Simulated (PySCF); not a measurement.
Computed structure and properties of [Tb(NH3)3]3+

System: [Tb(NH3)3]3+ (singlet in the valence; each metal's 4f electrons, 8 of them, lie in its core potential, out of spins and levels); start: displaced along the imaginary mode (C3). Method: PySCF 2.14.0, RKS PBE, Tb lcecp-1-SVP with ECP54, N def2-SVP, H def2-SVP; non-relativistic Hamiltonian with scalar-relativistic core potentials where named; density fitting; no spin-orbit coupling.

Input of the relaxation:

```python
mol = gto.M(atom='''
Tb    -0.00000    -0.00000    -0.01771
N      2.42693     0.00125     0.05334
H      2.86214    -0.63404     0.78553
H      2.90149    -0.31003    -0.84551
H      2.88227     0.94317     0.25000
N     -1.21454     2.10116     0.05334
H     -0.88198     2.79570     0.78553
H     -1.18225     2.66778    -0.84551
H     -2.25795     2.02454     0.25000
N     -1.21238    -2.10240     0.05334
H     -1.98016    -2.16167     0.78553
H     -1.71924    -2.35775    -0.84551
H     -0.62433    -2.96771     0.25000''',
    basis={'Tb': 'lcecp-1-SVP', 'N': 'def2-SVP', 'H': 'def2-SVP'},
    ecp={'Tb': 'lcecp-1-SVP'},
    charge=3, spin=0)
mf = dft.RKS(mol, xc='PBE')
mf.grids.atom_grid = (50, 194)  # f atoms: unpruned, at least (60, 302)
mf = mf.density_fit()  # fitting sets: Tb AutoAux, N def2-universal-JKFIT, H def2-universal-JKFIT
mf.conv_tol = 1e-08; mf.max_cycle = 55
mf.kernel(dm0)  # dm0: converged density of the start geometry
# quasi-Newton relaxation in Cartesian coordinates to a largest gradient under 0.00045 Eh/bohr, steps kept in the point group
```

Run from Python with OMP_NUM_THREADS=2; the lines above give its settings. Where DIIS fails, smearing, a level shift and second-order steps follow.
It took 100 s on 2 threads of Arm Neoverse V1, on a shared host, from the converged density of the start.

Course of the relaxation:

| step | energy above end (eV) | largest force component within the symmetry (eV/Å) |
| --- | --- | --- |
| 0 | 0.0978 | 0.647 |
| 1 | 0.0479 | 0.021 |
| 2 | 0.0474 | 0.026 |
| 3 | 0.0446 | 0.074 |
| 4 | 0.0419 | 0.122 |
| 5 | 0.0396 | 0.167 |
| 6 | 0.0359 | 0.211 |
| 7 | 0.0265 | 0.255 |
| 11 | 0.0051 | 0.070 |
| 12 | 0.0010 | 0.048 |
| 13 | 0.0005 | 0.025 |
| 14 | 0.0002 | 0.029 |
| 15 | 0.0001 | 0.008 |
| 16 | 0.0000 | 0.012 |
(The steps between are left out.)

Relaxed geometry (C3):

```xyz
13

Tb    0.0000    0.0000   -0.7800
N     2.2810   -0.0013    0.0186
H     2.4940   -0.6284    0.8285
H     2.9940   -0.2956   -0.6901
H     2.6495    0.9233    0.3405
N    -1.1394    1.9761    0.0186
H    -0.7028    2.4741    0.8285
H    -1.2410    2.7407   -0.6901
H    -2.1244    1.8329    0.3405
N    -1.1416   -1.9748    0.0186
H    -1.7913   -1.8457    0.8285
H    -1.7530   -2.4450   -0.6901
H    -0.5251   -2.7562    0.3405
```

```json
{"contact": "Tb1–N2 (NH3)", "Å": "2.417"}
{"contact": "Tb1–N6 (NH3)", "Å": "2.417"}
{"contact": "Tb1–N10 (NH3)", "Å": "2.417"}
```

On the finer grid (75, 302):

```yaml
HOMO: -23.02 eV
LUMO: -17.32 eV
Dipole_about_the_centre_of_mass: 2.96 D
Set_of_Mulliken_populations_of_Tb1_outside_the_core_potential: s 2.27, p 6.17, d 0.83, f 0.03
D3_BJ_dispersion_energy_not_in_the_energies: -0.209 eV
```

| atom | Mulliken (e) | Löwdin (e) | spin (e) |
| --- | --- | --- | --- |
| Tb1 | 1.70 | 1.45 | 0.00 |
| N2 | -0.33 | 0.00 | 0.00 |
| H3 | 0.25 | 0.17 | 0.00 |
| H4 | 0.26 | 0.18 | 0.00 |
| H5 | 0.25 | 0.17 | 0.00 |
| N6 | -0.33 | 0.00 | 0.00 |
| H7 | 0.25 | 0.17 | 0.00 |
| H8 | 0.26 | 0.18 | 0.00 |
| H9 | 0.25 | 0.17 | 0.00 |
| N10 | -0.33 | 0.00 | 0.00 |
| H11 | 0.25 | 0.17 | 0.00 |
| H12 | 0.26 | 0.18 | 0.00 |
| H13 | 0.25 | 0.17 | 0.00 |

The 4f levels lie in the core potential and are missing. Their spin isn't counted.

On the grid (50, 194), as all that follows. Harmonic modes: 3 unstable but soft, so probably a saddle point, though modes this soft are near the noise (counted below −25 cm⁻¹); lowest -37 cm⁻¹ (negative: unstable), highest 3308 cm⁻¹, zero-point energy 2.982 eV.

Taking off one NH3 (charge 0, singlet; the rest: singlet) in vacuum, both parts rigid, costs 4.11 eV; the small basis without counterpoise inflates it. Parting with an electron moved from the ligand to the metal can be far cheaper, even downhill.

Rigid scan of NH3 along the line from its metal:

(distance to N2 (Å), energy (eV)): (2.12, 0.486), (2.22, 0.188), (2.32, 0.041), (2.42, 0.000), (2.52, 0.031), (2.62, 0.110), (2.82, 0.350)

One start shape was tried, so this needn't be the lowest isomer.

An lcecp potential fixes the number of 4f electrons, so in runs with it no electron can move into or out of that shell.
